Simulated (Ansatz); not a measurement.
B10P10, relaxed as a singlet with RKS PBE-D4/def2-SVP in Ansatz, starting from the GFN2-xTB geometry. Force threshold 0.03 eV/Å.

Start:

```xyz
20

B     0.5828    1.8636    1.5957
B     0.3075   -0.6096    2.0455
B    -1.5461    0.0142    1.5232
B     0.2046   -1.8720    1.0122
B     1.1318    1.5960   -0.8675
B    -0.9105    1.7804   -0.7919
B     0.9326    0.3531   -1.9104
B     0.1197   -2.0062   -1.5243
B    -1.6760   -1.2468    0.5130
B    -1.0820    0.5277   -1.8069
P     1.7154    0.6533    2.4495
P     2.2136    1.9587    0.6762
P    -1.2134    1.8152    1.0624
P     1.3518   -2.6940   -0.2901
P    -1.1850   -0.9024    3.1928
P    -1.3294   -2.7108    1.7662
P     1.7868   -1.3764   -2.0724
P     0.2345    2.9354   -1.8829
P    -0.0567    1.1584   -3.3261
P    -1.5823   -1.2378   -1.3643
```

```
         step  energy (eV)  largest force component (eV/Å)  SCF passes
            1  -99566.9246                           1.817          32
            2  -99567.4508                           0.928          32
            3  -99567.6550                           0.273          30
            4  -99567.7068                           0.331          30
            5  -99567.7303                           0.117          25
            6  -99567.7361                           0.072          26
            7  -99567.7448                           0.089          25
            8  -99567.7570                           0.173          29
 9 (rejected)  -99567.7182                           0.574          27
           10  -99567.7969                           0.240          28
           11  -99567.8489                           0.309          29
           12  -99567.8723                           0.489          33
           13  -99567.9116                           0.268          29
14 (rejected)  -99567.8749                           0.773          34
           15  -99567.9389                           0.146          28
           16  -99567.9504                           0.269          33
           17  -99567.9680                           0.189          26
           18  -99567.9830                           0.373          28
           19  -99568.0190                           0.127          28
20 (rejected)  -99567.8418                           0.722          32
           21  -99568.0289                           0.101          27
22 (rejected)  -99568.0271                           0.196          29
           23  -99568.0353                           0.075          27
           24  -99568.0386                           0.089          27
           25  -99568.0402                           0.087          27
26 (rejected)  -99568.0088                           0.270          30
           27  -99568.0418                           0.100          25
           28  -99568.0423                           0.066          28
           29  -99568.0451                           0.020          26
```

Force components are those of the run's own axes.

End:

Cartesian coordinates in Å:
```
B 0.6771 1.7379 1.8112
B 0.0298 -0.1691 1.6913
B -1.8219 -0.0418 1.6433
B 0.1839 -1.6420 0.7760
B 1.2890 1.6100 -0.7001
B -0.5495 1.4739 -0.7711
B 0.6412 0.4666 -1.7735
B 0.1154 -1.8816 -1.3938
B -1.7697 -1.3033 0.5141
B -1.2067 0.4595 -1.9014
P 1.7018 0.3985 2.5440
P 2.3182 2.0148 0.8236
P -1.0581 1.6329 1.0756
P 1.5440 -2.4528 -0.2694
P -1.1758 -0.8463 3.2295
P -1.1490 -2.6937 1.7738
P 1.7021 -1.1365 -2.1480
P 0.5198 2.7189 -2.0723
P -0.2828 1.0248 -3.4559
P -1.7089 -1.3705 -1.3970
```

Bonds formed: B2–P13, B6–B7, B7–P18 (atoms count from 1).

No frequencies were taken in this run, so the end may be a saddle point.

Hardware: 2 threads of AMD EPYC 7R13 on a shared host and a share (18 GiB) of an NVIDIA H100 80GB HBM3. Wall time 68 s.
